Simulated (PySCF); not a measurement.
**Dipole response of In²⁺ (indium, charge +2)**

[Kr] 4d10 5s1, 2S determinant. Computed with PySCF 2.14 in aug-cc-pwCVTZ-DK3 with one added diffuse shell each of s, p, d, f type (11s10p8d5f1g, 125 functions), with the spin-free X2C one-electron Hamiltonian (Gaussian nucleus). Coupled (time-dependent) response in atomic units; α is the mean over directions.

```csv
method,mean α (bohr³),C₆ (like pair),S(−4)
r2SCANh,15.70,77.62,165.0
M06,13.11,61.41,116.6
```

S(−4) is the Cauchy moment in α(ω) = α(0) + S(−4) ω² + …

α(iu) at r2SCANh:

```csv
u (hartree),α(iu) (bohr³)
0,15.70
0.0500,15.30
0.100,14.25
0.200,11.42
0.300,8.975
0.500,6.074
0.750,4.357
1.00,3.424
1.50,2.377
2.00,1.775
3.00,1.100
5.00,0.5311
```

For an ion, C₆ is the dispersion term alone; charge-induced terms of lower order in 1/R come first.
